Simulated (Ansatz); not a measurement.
CH₂BCl₂InO (`[Cl][In]([Cl])[CH]1BO1`), 8 atoms. Charge 0, multiplicity 1. Correlated methods include outer-core shells of In, which these sets cover unevenly. In: def2 effective core potential. All runs use 4 threads of a server CPU on a shared host. Correlated methods freeze the cores.

(1) Give the basis size and wall time and peak host memory of each of these runs in Ansatz. RKS r2SCAN0-D4/def2-TZVPP energy; RKS ωB97M-V/def2-QZVPP energy; RKS BLYP-D4/def2-TZVPP energy; RKS ωB97M-V/def2-TZVPP energy and forces; RKS ωB97M-V/def2-SVP energy; RKS PBE0-D4/def2-TZVP relaxation (13 steps); RHF-CCSD(T)/def2-SVP energy; RHF-MP2/def2-QZVPP energy; RKS PBE0-D4/def2-TZVP frequencies; RKS PBE0-D4/def2-SVP energy; RHF-CCSD(T)/def2-TZVPP energy; RKS r2SCAN-D4/def2-TZVPP energy and forces. (Estimate.)

## Answers

(1) Ansatz gave: Other jobs shared the machine, so times are rough.

```
                    level                    job  functions  wall time  peak host memory (GiB)
     RKS PBE0-D4/def2-SVP                 energy        114      1.3 s                    0.27
   RKS BLYP-D4/def2-TZVPP                 energy        255      1.8 s                    0.39
 RKS r2SCAN-D4/def2-TZVPP      energy and forces        255      2.9 s                    0.42
RKS r2SCAN0-D4/def2-TZVPP                 energy        255      3.5 s                    0.89
     RKS ωB97M-V/def2-SVP                 energy        114      3.9 s                    0.41
     RHF-CCSD(T)/def2-SVP                 energy        114      5.5 s                    0.61
   RKS ωB97M-V/def2-TZVPP      energy and forces        255      7.5 s                     1.1
   RKS ωB97M-V/def2-QZVPP                 energy        453       13 s                     2.4
       RHF-MP2/def2-QZVPP                 energy        453       16 s                     2.6
    RKS PBE0-D4/def2-TZVP  relaxation (13 steps)        229       47 s                    0.79
   RHF-CCSD(T)/def2-TZVPP                 energy        255       73 s                     6.6
    RKS PBE0-D4/def2-TZVP            frequencies        229    2.1 min                    0.81
```
